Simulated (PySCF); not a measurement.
C$_{4}$H$_{10}$AlO$_{2}$ (SMILES CC[O][Al][O]CC), doublet, at a GFN2-xTB geometry (such geometries of metal compounds can be far from the true shape) (the spin is typed, not shown lowest), with bond 16-12 at 1.6 times its length; PBE0/STO-3G (PySCF).

The PySCF input:
```python
from pyscf import gto, scf, dft

mol = gto.M(
    atom='''
Al    0.067703   -0.002751    0.108264
O    -1.455115   -0.430798    0.620079
C    -2.728659   -0.765510    1.107870
C    -2.997874   -0.081654    2.440898
H    -3.476725   -0.456431    0.368677
H    -2.782615   -1.853843    1.225965
H    -2.941436    0.997768    2.320667
H    -3.986463   -0.349523    2.806104
H    -2.251882   -0.387993    3.170617
O     1.590312    0.149855   -0.542351
C     2.839146    0.282679   -1.170412
C     2.682751    0.784448   -2.598967
H     3.445958    0.986712   -0.589208
H     3.337179   -0.693696   -1.167682
H     2.186239    1.752083   -2.598877
H     4.243075    0.942298   -3.352436
H     2.077897    0.085344   -3.171963
''',
    basis='sto-3g',
    charge=0,
    spin=1,
    verbose=4,
)

mf = dft.UKS(mol)
mf.xc = 'pbe0'
mf.diis_space = 4
mf.kernel()
mf.analyze()
```

Output, abridged:

```
PySCF version 2.14.0

[INPUT] verbose = 4
[INPUT] num. atoms = 17
[INPUT] num. electrons = 63
[INPUT] charge = 0
[INPUT] spin (= nelec alpha-beta = 2S) = 1
[INPUT] symmetry False subgroup None
[INPUT] Mole.unit = angstrom
[INPUT] Symbol           X                Y                Z      unit          X                Y                Z       unit  Magmom
[...]
nuclear repulsion = 338.129476612111
number of shells = 33
number of NR pGTOs = 147
number of NR cGTOs = 49
basis = sto-3g
ecp = {}

******** <class 'pyscf.dft.uks.UKS'> ********
method = UKS
initial guess = minao
damping factor = 0
level_shift factor = 0
DIIS = <class 'pyscf.scf.diis.CDIIS'>
diis_start_cycle = 1
diis_space = 4
diis_damp = 0
SCF conv_tol = 1e-09
SCF conv_tol_grad = None
SCF max_cycles = 50
direct_scf = True
direct_scf_tol = 1e-13
number electrons alpha = 32  beta = 31
XC library pyscf.dft.libxc version 7.1.2
    S. Lehtola, C. Steigemann, M. J. T. Oliveira, and M. A. L. Marques,  SoftwareX 7, 1–5 (2018)
XC functionals = pbe0
    C. Adamo and V. Barone,  J. Chem. Phys. 110, 6158 (1999)
    M. Ernzerhof and G. E. Scuseria,  J. Chem. Phys. 110, 5029 (1999)
radial grids:
    Treutler-Ahlrichs [JCP 102, 346 (1995); DOI:10.1063/1.469408] (M4) radial grids

becke partition: Becke, JCP 88, 2547 (1988); DOI:10.1063/1.454033
pruning grids: <function nwchem_prune>
grids dens level: 3
symmetrized grids: False
atomic radii adjust function: <function treutler_atomic_radii_adjust>
small_rho_cutoff = 0
Set gradient conv threshold to 3.16228e-05
tot grids = 201896
init E= -544.231442105465

cycle= 1 E= -543.528013808602  delta_E= 0.703  |g|= 0.595  |ddm|=  3.7
cycle= 2 E= -541.969040070001  delta_E= 1.56  |g|= 1.63  |ddm|= 2.91
cycle= 3 E= -543.780524885184  delta_E= -1.81  |g|= 0.163  |ddm|=  2.4
cycle= 4 E= -543.796208591926  delta_E= -0.0157  |g|= 0.0665  |ddm|= 0.348
cycle= 5 E= -543.798524892409  delta_E= -0.00232  |g|= 0.0329  |ddm|= 0.157
cycle= 6 E= -543.799687136977  delta_E= -0.00116  |g|= 0.00445  |ddm|= 0.0716
cycle= 7 E= -543.799704037381  delta_E= -1.69e-05  |g|= 0.00345  |ddm|= 0.012
cycle= 8 E= -543.799717228091  delta_E= -1.32e-05  |g|= 0.00146  |ddm|= 0.00769
cycle= 9 E= -543.799724902588  delta_E= -7.67e-06  |g|= 0.00112  |ddm|= 0.00577
cycle= 10 E= -543.799732041633  delta_E= -7.14e-06  |g|= 0.000962  |ddm|= 0.00684
cycle= 11 E= -543.799736438803  delta_E= -4.4e-06  |g|= 0.000859  |ddm|= 0.00581
cycle= 12 E= -543.799740394353  delta_E= -3.96e-06  |g|= 0.000552  |ddm|= 0.00719
[...]
converged SCF energy = -543.799742202478  <S^2> = 0.76057408  2S+1 = 2.0105463
Total Energy =                        -543.799742202478342
[...]
spin_pop of  10 C 1s        0.00000
spin_pop of  10 C 2s        0.01155
spin_pop of  10 C 2px       0.04992
spin_pop of  10 C 2py       0.00402
spin_pop of  10 C 2pz       0.01223
spin_pop of  11 C 1s        0.00000
spin_pop of  11 C 2s       -0.00690
spin_pop of  11 C 2px      -0.03432
spin_pop of  11 C 2py      -0.00245
spin_pop of  11 C 2pz      -0.01382
spin_pop of  12 H 1s       -0.00450
spin_pop of  13 H 1s       -0.00389
spin_pop of  14 H 1s        0.00151
spin_pop of  15 H 1s        0.08178
spin_pop of  16 H 1s        0.00151
 ** Mulliken Spin Density (per atom)  **
spin density of  0 Al =      0.72480
spin density of  1 O =      0.06122
spin density of  2 C =      0.07014
spin density of  3 C =     -0.00575
spin density of  4 H =     -0.00360
spin density of  5 H =     -0.00312
spin density of  6 H =      0.00069
spin density of  7 H =      0.00236
spin density of  8 H =      0.00069
spin density of  9 O =      0.05593
spin density of  10 C =      0.07773
spin density of  11 C =     -0.05750
spin density of  12 H =     -0.00450
spin density of  13 H =     -0.00389
spin density of  14 H =      0.00151
spin density of  15 H =      0.08178
spin density of  16 H =      0.00151
 ** Mulliken pop alpha/beta on meta-lowdin orthogonal AOs **
 ** Mulliken pop       alpha | beta **
In total            32.00000 | 31.00000
 ** Mulliken atomic charges   ( Nelec_alpha | Nelec_beta ) **
charge of  0Al =      0.53166  (     6.59657      5.87177 )
charge of  1O =     -0.29196  (     4.17659      4.11537 )
charge of  2C =      0.00596  (     3.03209      2.96195 )
charge of  3C =     -0.16100  (     3.07763      3.08338 )
charge of  4H =      0.02765  (     0.48437      0.48798 )
charge of  5H =      0.02691  (     0.48498      0.48810 )
charge of  6H =      0.04814  (     0.47627      0.47558 )
charge of  7H =      0.04926  (     0.47655      0.47419 )
charge of  8H =      0.04774  (     0.47647      0.47579 )
charge of  9O =     -0.28675  (     4.17134      4.11541 )
charge of  10C =     -0.00360  (     3.04067      2.96294 )
charge of  11C =     -0.10363  (     3.02306      3.08056 )
charge of  12H =      0.03001  (     0.48275      0.48725 )
charge of  13H =      0.02856  (     0.48377      0.48766 )
charge of  14H =      0.04102  (     0.48024      0.47874 )
charge of  15H =     -0.02991  (     0.55585      0.47406 )
charge of  16H =      0.03994  (     0.48078      0.47928 )
Dipole moment(X, Y, Z, Debye): -0.99660, -0.27555,  0.61476
```
